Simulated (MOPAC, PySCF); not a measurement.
CHNSi, SMILES `[C-]#[N+][SiH]` (lower singlet), neutral singlet in the gas phase. This singlet lies 1.39 eV below the relaxed triplet at the level composite: frozen-core CCSD(T) with HF/cc-pVQZ and the correlation energy extrapolated as X^-3 from cc-pVTZ and cc-pVQZ, plus CCSDT(Q) minus CCSD(T) in cc-pVDZ // PBE0-D3(BJ)/def2-TZVP (Ansatz).

Cartesian coordinates (Å):
```xyz
4

C      1.6316    -0.8674    -0.0887
N      0.6609    -0.2052    -0.1724
Si    -0.5822     1.0127    -0.3807
H     -1.7103     0.0598    -0.0050
```
Charge 0, multiplicity 1.

All levels are single points at this geometry (PBE0-D3(BJ)/def2-TZVP); Pople sets use spherical d functions. Orbital energies aren't observables, and empty levels follow the basis.

M06-2X/6-31G* in PySCF gives dipole (D) = 2.39.

Question: Estimate the dipole (D) from each of these levels: PBE0-D3(BJ)/def2-TZVP in PySCF; B3LYP/3-21G in PySCF; B3LYP/6-311+G** in PySCF; BP86/6-31G* in PySCF; PBE/6-31G* in PySCF; SVWN5/6-31G* in PySCF; PM3 in MOPAC; PM7 in MOPAC.

Answer: 
```csv
level,dipole (D)
PBE0-D3(BJ)/def2-TZVP in PySCF,2.66
B3LYP/3-21G in PySCF,2.24
B3LYP/6-311+G** in PySCF,2.76
BP86/6-31G* in PySCF,2.34
PBE/6-31G* in PySCF,2.34
SVWN5/6-31G* in PySCF,2.42
PM3 in MOPAC,2.27
PM7 in MOPAC,1.74
```
